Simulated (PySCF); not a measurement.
One of the candidates below gave these computed data.

All candidates are C2H13NOSi3.

* 1H NMR: chemical shifts (computed TMS as zero) by class: 4.90 (3 H), 3.67 (1 H), 3.50 (1 H), 3.28 (3 H), 0.25 (2 H), 0.17 (3 H) ppm [GIAO PBE0/pcSseg-1]
* Rotational structure: rotational constants A, B, C: 1.902, 0.790, 0.669 GHz [GFN2-xTB]
* 13C NMR: chemical shifts (computed TMS as zero) by class: 63.1 (1 C), 0.3 (1 C) ppm [GIAO PBE0/pcSseg-1]
* NMR, other nuclei: isotropic shieldings of nuclei other than C and H, by class: 252 (1 N), 347 (1 O), 352 (1 Si), 383 (1 Si), 476 (1 Si) ppm [GIAO PBE0/pcSseg-1]
* Dipole: 1.17 D [PBE0/pcSseg-1]

Gas-phase values; electronic properties from PySCF, density fitting. Levels stand in brackets. One conformer (not necessarily the lowest) at the GFN2-xTB geometry, without solvent, vibrations or thermal averaging. GFN2-xTB frequencies show an imaginary mode (30i cm⁻¹), so this geometry is no minimum at that level. NMR classes are plain means over equivalent atoms (diastereotopic ones count apart unless rotation or inversion swaps them), as if these changed places fast.

Question: Which candidate is it?
A. `CCO[SiH2]N([SiH3])[SiH3]`
B. `CC[SiH2]O[SiH2][SiH2]N`
C. `C[SiH2][Si@](C)(O)[SiH2]N`
D. `C[Si@](N)([SiH3])CO[SiH3]`

Answer: D. It is `C[Si@](N)([SiH3])CO[SiH3]`. Numbering: `[CH3:1][Si@:2]([NH2:3])([SiH3:4])[CH2:5][O:6][SiH3:7]`. Its formula, C2H13NOSi3, gives 0 degrees of unsaturation, so no ring and no π bond. 2 carbons fall into 2 classes; from least to most shielded: sp3 carbon bound to oxygen [C5] (63.1 ppm), Si-methyl carbon [C1] (0.3 ppm). Hydrogen classes from least to most shielded: 3 H on an oxygen-bound silicon, Si7 (4.90 ppm), 1 H on an sp3 carbon bound to oxygen, C5 (3.67 ppm), 1 H on an sp3 carbon bound to oxygen, C5 (3.50 ppm), 3 H on an SiH3 silicon, Si4 (3.28 ppm), 2 H on a silicon-bound nitrogen, N3 (0.25 ppm, a mean of values up to 0.5 ppm apart in this geometry), 3 H on an Si-methyl carbon, C1 (0.17 ppm). The other shieldings belong to: 252 ppm, silicon-bound nitrogen [N3]; 347 ppm, silyl ether oxygen [O6]; 352 ppm, four-coordinate silicon [Si2]; 383 ppm, oxygen-bound silicon [Si7]; 476 ppm, SiH3 silicon [Si4]. The optimised geometry has point group C1 and is an asymmetric top.

The others, at the same levels:
- `CCO[SiH2]N([SiH3])[SiH3]` fails: its computed 13C shifts are 61.0 (1 C), 20.5 (1 C) ppm, 1H shifts are 5.18 (2 H), 4.76 (6 H), 4.06 (2 H), 1.40 (3 H) ppm and rotational constant A is 2.680 GHz (against 1.902 GHz).
- `C[SiH2][Si@](C)(O)[SiH2]N` fails: its computed 13C shifts are 5.4 (1 C), -9.5 (1 C) ppm, 1H shifts are 5.28 (1 H), 4.77 (1 H), 4.13 (1 H), 4.13 (1 H), 0.43 (3 H), 0.31 (1 H), 0.14 (3 H), -0.24 (2 H) ppm and rotational constant A is 1.409 GHz (against 1.902 GHz).
- `CC[SiH2]O[SiH2][SiH2]N` fails: its computed 13C shifts are 11.0 (1 C), 6.2 (1 C) ppm, 1H shifts are 5.56 (2 H), 5.04 (2 H), 4.97 (2 H), 1.08 (2 H), 0.93 (3 H), -0.05 (2 H) ppm and rotational constant A is 2.355 GHz (against 1.902 GHz).

Each candidate is one conformer, not necessarily the lowest. The conformers computed, where there is a choice (atom-mapped SMILES and torsion angles):
- `[CH3:1][Si@:2]([NH2:3])([SiH3:4])[CH2:5][O:6][SiH3:7]`: C1–Si2–C5–O6 176°, Si2–C5–O6–Si7 176°, H–N3–Si2–C1 160°, H–N3–Si2–C1 -63°
- `[CH3:1][CH2:2][O:3][SiH2:4][N:5]([SiH3:6])[SiH3:7]`: C1–C2–O3–Si4 -135°, C2–O3–Si4–N5 176°, O3–Si4–N5–Si6 -4°
- `[CH3:1][SiH2:2][Si@:3]([CH3:4])([OH:5])[SiH2:6][NH2:7]`: C1–Si2–Si3–C4 -73°, Si2–Si3–Si6–N7 3°, H–O5–Si3–Si2 169°, H–N7–Si6–Si3 -174°, H–N7–Si6–Si3 49°

The conformers of `CC[SiH2]O[SiH2][SiH2]N` aren't listed.
